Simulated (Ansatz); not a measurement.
C2H8BNSi can be A, `CN1CB[SiH2]1`, or B, `N[SiH]1BCC1`.

Calculated with Ansatz (gas phase, PBE0-D4/def2-TZVP geometries, no zero-point term in ΔE). CCSD(T)/CBS adds triple-zeta CCSD(T) − MP2 to the extrapolated MP2 energy (def2 sets, frozen cores). Functionals use def2-TZVPP. Each species was taken in one conformer, which may not be the lowest.

(1) Which isomer does CCSD(T)/CBS put lower? Give the gap. (Estimate.)

(2) Give E(B) − E(A) in kcal/mol with r2SCAN-D4, CCSD(T)/def2-TZVPP, ωB97M-V, MP2/def2-TZVPP, HF/def2-TZVPP, CCSD/def2-TZVPP, PBE0-D4. (Estimate.)

Largest T1 diagnostic: 0.012.

## Answers

(1) Computed: B, by 21.9 kcal/mol.

(2) The calculation gave: r2SCAN-D4 -21.6, CCSD(T)/def2-TZVPP -21.1, ωB97M-V -21.6, MP2/def2-TZVPP -22.4, HF/def2-TZVPP -18.1, CCSD/def2-TZVPP -20.9, PBE0-D4 -20.8. None reverses the order clearly.

In def2-TZVPP, CCSD(T) changes the Hartree–Fock value by −3.0 kcal/mol (the triples alone add −0.2 kcal/mol) and MP2 by −4.3 kcal/mol.
